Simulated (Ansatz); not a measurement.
Consider the atomization: `Cl[SiH2][SeH]` → Cl• + 3 H• + Se• + Si•.

Computed with Ansatz on PBE0-D4/def2-TZVP structures; ΔE is electronic, products minus reactants. CBS: MP2 limit from def2 TZ/QZ plus the TZ coupled-cluster correction, frozen cores. This one scheme is used for every species, atoms too. DFT in def2-TZVPP. B3LYP here is the variant with VWN-RPA as its local correlation; programs differ in this. HSE06 is defined as in plane-wave codes. Open shells (•) are unrestricted, without spin–orbit coupling. Spin–orbit coupling would lower the free atoms: a little for Cl, Si; clearly for Se. For Se outer-core shells are correlated without core-valence functions, so the limit isn't a true one: a few kJ/mol of doubt a bond, and 10 to 20 or more in all where bonds break to atoms. Scalar relativity is left out up to krypton. One conformer a species, not always the lowest.

| level | ΔE (eV) | difference from CCSD(T)/CBS |
| --- | --- | --- |
| LDA (SPW92) | 19.70 | 2.07 |
| PBE-D4 | 17.46 | -0.17 |
| BLYP-D4 | 17.17 | -0.46 |
| r2SCAN-D4 | 17.58 | -0.05 |
| B97M-V | 17.62 | -0.01 |
| PBE0-D4 | 17.34 | -0.29 |
| B3LYP-D4 | 17.33 | -0.30 |
| r2SCANh-D4 | 17.49 | -0.14 |
| r2SCAN0-D4 | 17.37 | -0.26 |
| HSE06-D4 | 17.34 | -0.29 |
| BHLYP-D4 | 17.07 | -0.56 |
| CAM-B3LYP-D4 | 17.34 | -0.29 |
| ωB97X-V | 17.65 | 0.02 |
| ωB97M-V | 17.49 | -0.14 |
| B2PLYP | 17.14 | -0.49 |
| PBE-QIDH | 17.33 | -0.30 |
| PBE | 17.30 | -0.33 |
| revPBE | 16.72 | -0.91 |
| BLYP | 16.83 | -0.80 |
| PBE0 | 17.21 | -0.42 |
| r2SCANh | 17.45 | -0.18 |
| r2SCAN0 | 17.33 | -0.30 |
| HSE06 | 17.22 | -0.41 |
| BHLYP | 16.84 | -0.79 |
| CAM-B3LYP | 17.20 | -0.43 |
| LC-ωPBE | 17.06 | -0.57 |
| HF/def2-SVP | 12.55 | -5.08 |
| MP2/def2-SVP | 15.99 | -1.64 |
| CCSD/def2-SVP | 15.77 | -1.86 |
| CCSD(T)/def2-SVP | 15.95 | -1.68 |
| HF/def2-TZVPP | 12.81 | -4.82 |
| MP2/def2-TZVPP | 17.15 | -0.48 |
| SCS-MP2/def2-TZVPP | 17.12 | -0.51 |
| CCSD/def2-TZVPP | 16.75 | -0.88 |
| CCSD(T)/def2-TZVPP | 17.01 | -0.62 |
| HF/def2-QZVPP | 12.83 | -4.80 |
| MP2/def2-QZVPP | 17.51 | -0.12 |
| SCS-MP2/def2-QZVPP | 17.52 | -0.11 |
| HF/CBS(def2) | 12.84 | -4.79 |
| CCSD/CBS(def2) | 17.37 | -0.26 |
| CCSD(T)/CBS | 17.63 | 0 |

Largest T1 diagnostic among the species: 0.012.

At CCSD(T), def2-SVP lies −1.68 eV from the extrapolated value and def2-TZVPP −0.62 eV: correlation converges slowly with the basis, and small sets miss more of it in the bonded molecule than in its fragments. From r2SCAN to r2SCAN0 (25 % exact exchange), in def2-TZVPP and without D4, ΔE moves by −0.21 eV: exact exchange takes away binding that semilocal exchange gives to molecules. In def2-TZVPP, CCSD(T) changes the Hartree–Fock value by +4.20 eV (the triples alone add +0.26 eV) and MP2 by +4.34 eV; breaking electron pairs costs correlation energy, which Hartree–Fock lacks.

For atomizations the MP2-based limit and the directly extrapolated one differ by several kJ/mol either way, and by 10 to 25 for some Ge, Se and Sn compounds, so smaller differences from it don't rank the levels.
